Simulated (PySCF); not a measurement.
CH₁₁NSi₄, SMILES C1[SiH2][SiH]([SiH2]1)[SiH2]N. Atoms are numbered in the order given.

```xyz
17

N      3.1747    -1.2275    -0.0452
Si     2.3377     0.2917     0.2021
Si     0.1063    -0.1813     0.7334
Si    -1.5573     1.4742     0.3819
C     -2.6956     0.1748    -0.4567
Si    -1.3068    -1.0460    -0.9691
H      4.1910    -1.1988    -0.1729
H      2.7633    -1.8871    -0.7115
H      3.0409     1.0062     1.3263
H      2.2904     1.2574    -0.9673
H     -0.0797    -0.9158     2.0385
H     -2.1670     2.2234     1.5398
H     -1.0711     2.4787    -0.6318
H     -3.3066    -0.3112     0.3350
H     -3.3786     0.5334    -1.2528
H     -1.6941    -2.5037    -0.9984
H     -0.7574    -0.6789    -2.3254
```

The structure is a stationary point at PBE-D3(BJ)/def2-SVP. This is a generated structure with no PubChem entry under its InChIKey; it may be hypothetical. One conformer was computed; it need not be the lowest.

Calculation: TDA-PBE0/def2-SVPD run with PySCF.

Vertical excitations. The molecule is in vacuum.

Problem. Estimate the UV-visible absorptions. (Estimate from the structure and the level; the computed values follow.)

Solution. 
| state | energy (eV) | λ (nm) | f | main pairs |
|---|---|---|---|---|
| S1 | 5.45 | 227 | 0.003 | HOMO−1→LUMO 79 % |
| S2 | 5.50 | 225 | 0.009 | HOMO→LUMO+1 62 %, HOMO→LUMO 17 %, HOMO→LUMO+2 12 % |
| S3 | 5.65 | 220 | 0.057 | HOMO→LUMO 46 %, HOMO−1→LUMO+1 20 %, HOMO→LUMO+1 20 % |
| S4 | 5.73 | 217 | 0.054 | HOMO→LUMO+2 56 %, HOMO−1→LUMO+1 20 %, HOMO−2→LUMO 10 % |
| S5 | 5.94 | 209 | 0.132 | HOMO−1→LUMO+1 35 %, HOMO→LUMO 21 %, HOMO−1→LUMO+2 19 %, HOMO→LUMO+2 11 % |
| S6 | 6.07 | 204 | 0.054 | HOMO−1→LUMO+2 72 %, HOMO−1→LUMO+1 15 % |
| T1 | 4.77 | 260 | 0 | HOMO→LUMO 64 %, HOMO→LUMO+1 21 % |
| T2 | 4.85 | 255 | 0 | HOMO→LUMO+1 66 %, HOMO→LUMO 23 % |
Triplets are in the Tamm–Dancoff approximation.
